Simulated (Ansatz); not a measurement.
Born–Oppenheimer molecular dynamics of F3GeH3 (7 atoms, charge 0, multiplicity 1). It starts at the highest image of a converged band. Of that band: Neighbouring images differ by up to 1.9 eV, so the band resolves the path poorly. A vibrational analysis at the climbing image gives one clearly imaginary mode, 1583i cm⁻¹: a first-order saddle point.

Theory: RHF/def2-SVP in Ansatz 0.2.0.

```yaml
ensemble: NVE (velocity Verlet)
time_step: 0.5 fs
steps_asked: 200
starting_velocities_drawn_for: 300 K
seed: 10921
```

First frame:

```xyz
7
Properties=species:S:1:pos:R:3
Ge -0.265 -0.065 -0.066
F -0.209 -0.808 1.755
F 1.304 0.548 0.118
F -0.880 1.061 -1.215
H -0.494 -1.408 -0.696
H -1.431 0.698 1.007
H -1.035 0.089 1.605
```

Question: How far do the bonds stretch over the last three quarters of this one trajectory? (Pairs bonded in most of those frames.)

Answer: 
| bond | mean (Å) | spread (Å) | shortest | longest |
| --- | --- | --- | --- | --- |
| Ge1–F2 | 1.741 | 0.151 | 1.52 | 1.97 |
| Ge1–F3 | 1.695 | 0.014 | 1.66 | 1.72 |
| Ge1–F4 | 1.709 | 0.039 | 1.65 | 1.77 |
| Ge1–H5 | 1.505 | 0.020 | 1.47 | 1.54 |
| H6–H7 | 0.750 | 0.016 | 0.73 | 0.77 |

Mean temperature of the second half: 2810 K. The conserved energy stayed within 0.16 meV per atom of its start (net change -0.001 meV per atom), so the integration is sound. The kinetic energy rose, since the run started high on the potential surface and went downhill. It ends in pieces (F3GeH + H2), so much of that is their flight and rotation, not heat. A run of 0.1 ps of so small a system gives no equilibrium averages. The orbitals stay closed-shell, which can raise the energy where a bond breaks towards radicals; this wasn't checked here.

Run time: 5.5 min on 1 thread of Arm Neoverse V2 (shared host), peak memory 0.17 GiB.
